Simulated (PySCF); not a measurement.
**Radial density of Ga²⁺ (gallium, charge +2)**

UHF, [Ar] 3d9 4s1 4p1, one real determinant (an excited configuration). All numbers are calculated (PySCF 2.14, scalar relativity by spin-free X2C-1e, in aug-cc-pVTZ-DK (7s6p4d2f, 59 functions)).

```
r (bohr)  4πr²ρ (e/bohr)  4πr²(ρα − ρβ)
0.000842          0.2934         0.0001
 0.00142          0.7278         0.0003
 0.00238           1.767         0.0007
 0.00401           4.143         0.0017
 0.00674           9.162         0.0038
  0.0113           18.28         0.0075
  0.0191           30.50         0.0121
  0.0321           38.01         0.0138
  0.0539           33.03         0.0142
  0.0907           32.71         0.0519
   0.153           43.96         0.1672
   0.257           27.05         0.5133
   0.432           23.51         1.3397
   0.726           21.18         1.1146
    1.22           5.052         0.8116
    2.05           1.293         1.1103
    3.46          0.2719         0.2705
    5.81        0.001717         0.0017
    9.78       2.983e-05         0.0000
```

Densities and radii are taken from the X2C orbitals without a picture-change correction, which distorts them close to the nucleus.

⟨L²⟩ = 8.03 against 12 for a pure F term, so this real determinant mixes terms.
